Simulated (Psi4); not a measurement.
H3AlO3, triplet, at a GFN2-xTB geometry (such geometries of metal compounds can be far from the true shape) (a higher spin typed on purpose: for a closed-shell molecule this is an excited state). Base run: TPSS/6-31G* in Psi4.

Psi4 was given this input:
```
memory 2 GB

molecule {
0 3
Al   -0.22841955    0.05198431   -0.19812719
O    -1.15594784   -1.40873912    0.09104506
H    -1.46483008   -2.25130268    0.42031577
O     0.31746567    1.59956304   -0.81833010
H     0.81311131    2.39962251   -0.98560544
O     1.06867076   -0.24321083    0.92694667
H     1.77966422   -0.40502054    1.54365019
}

set {
  basis 6-31g*
  reference uks
}

energy('tpss')
print_variables()
```

The base run was repeated with changes; each row names its change, and settings that it needs were set with it.

| change | ΔE vs base (mEh) | SCF cycles | grid points | basis functions |
|---|---|---|---|---|
| base | 0.000 | 12 | 152756 | 70 |
| basis_guess = true | 0.000 | 9 | 152756 | 70 |
| scf_type = pk | 0.018 | 12 | 152756 | 70 |
| d_convergence = 1e-4 | 0.000 | 11 | 152756 | 70 |
| scf_type = disk_df | 0.000 | 12 | 152756 | 70 |
| dft_radial_points = 50 | 0.065 | 12 | 103097 | 70 |
| dft_radial_points = 35 | 0.994 | 12 | 72346 | 70 |
| guess = sapgau | 0.000 | 12 | 152756 | 70 |
| cholesky_tolerance = 1e-3 (with scf_type cd) | -2.056 | 12 | 152756 | 70 |
| dft_nuclear_scheme = becke | -0.008 | 12 | 152023 | 70 |
| df_basis_scf = cc-pvtz-jkfit | 0.008 | 12 | 152756 | 70 |
| basis_guess = sto-3g | 0.000 | 11 | 152756 | 70 |
| dft_radial_points = 150 | 0.000 | 12 | 303455 | 70 |

Open shells are given as the SCF converged; they aren't shown to be the lowest states, and a large step between rows can be another state.
